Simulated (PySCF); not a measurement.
Fluorenone, SMILES O=C1c2ccccc2-c2ccccc21 (C₁₃H₈O), GFN2-xTB optimised geometry.

```
22

O     -2.46     2.22     0.00
C     -1.55     1.42     0.00
C     -0.09     1.71     0.00
C      0.56     2.92     0.00
C      1.95     2.92     0.00
C      2.66     1.73     0.00
C      2.00     0.51     0.00
C      0.62     0.50     0.00
C     -0.34    -0.60     0.00
C     -0.16    -1.97     0.00
C     -1.28    -2.79     0.00
C     -2.56    -2.25     0.00
C     -2.75    -0.87     0.00
C     -1.64    -0.06     0.00
H      0.00     3.85     0.00
H      2.49     3.86     0.00
H      3.74     1.76     0.00
H      2.57    -0.42     0.00
H      0.83    -2.41     0.00
H     -1.16    -3.86     0.00
H     -3.42    -2.91     0.00
H     -3.74    -0.44     0.00
```

Density from PBE0/def2-SVP in PySCF at that geometry.

Minimum of the electron density along straight lines between bonded atoms, close to the bond critical point (lines longer than 1.1 times the sum of covalent radii, or with two minima, are not listed):

```
bond     length / Å  ρ at the minimum / e bohr⁻³  ∇²ρ there / e bohr⁻⁵  position (fraction from the first atom)
-------  ----------  ---------------------------  --------------------  ---------------------------------------
O1–C2         1.209                          [?]                   [?]                                     0.67
C2–C3         1.487                        0.268                 -0.65                                     0.50
C3–C4         1.379                        0.314                 -0.80                                     0.50
C4–C5         1.391                        0.308                 -0.78                                     0.50
C5–C6         1.384                        0.312                 -0.80                                     0.50
C6–C7         1.392                        0.308                 -0.78                                     0.50
C3–C8         1.407                        0.304                 -0.76                                     0.50
C7–C8         1.379                        0.314                 -0.80                                     0.50
C8–C9         1.464                        0.272                 -0.65                                     0.50
C9–C10        1.379                        0.314                 -0.80                                     0.50
C10–C11       1.392                        0.308                 -0.78                                     0.50
C11–C12       1.384                        0.312                 -0.80                                     0.50
C12–C13       1.391                        0.308                 -0.78                                     0.50
C2–C14        1.487                        0.268                 -0.65                                     0.50
C9–C14        1.407                        0.304                 -0.76                                     0.50
C13–C14       1.379                        0.314                 -0.80                                     0.50
C4–H15        1.079                        0.285                 -1.11                                     0.64
C5–H16        1.080                        0.284                 -1.08                                     0.63
C6–H17        1.080                        0.284                 -1.09                                     0.63
C7–H18        1.080                        0.283                 -1.08                                     0.63
C10–H19       1.080                        0.283                 -1.08                                     0.63
C11–H20       1.080                        0.284                 -1.09                                     0.63
C12–H21       1.080                        0.284                 -1.08                                     0.63
C13–H22       1.079                        0.285                 -1.11                                     0.64
```

Q: Some entries are withheld; supply them.

A: 
- O1–C2, ρ at the minimum / e bohr⁻³: 0.409
- O1–C2, ∇²ρ there / e bohr⁻⁵: 0.36
